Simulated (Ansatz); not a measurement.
Basis-set extrapolation for C4H16BNSi2 (`BN([SiH2]C)[Si](C)(C)C`) (PBE0-D4/def2-TZVP geometry, frozen core, Ansatz). Multiplicity 1, RHF reference.

```tsv
	def2-TZVPP	def2-QZVPP
HF	-818.034762	-818.064837
MP2 correlation	-1.278557	-1.362220
CCSD(T) correlation	-1.427114	not run
```

Energies in hartree. Use E(X) = E(∞) + A·exp(−7.88·√X) for Hartree–Fock and E(X) = E(∞) + B·X^(−2.97) for correlation, with X = 3 and 4, and add CCSD(T) minus MP2 of the smaller set to the MP2 limit.

**Question.** What is the CCSD(T) energy at the basis-set limit?

**Answer.** HF limit: -818.064837 + (-0.030075) × 0.13774 = -818.06898. MP2 limit: -1.362220 + (-0.083663) × 0.74074 = -1.42419. Higher-order term: -1.427114 − (-1.278557) = -0.14856. Total: -819.64173 hartree, 112.9 kcal/mol below CCSD(T)/def2-TZVPP.
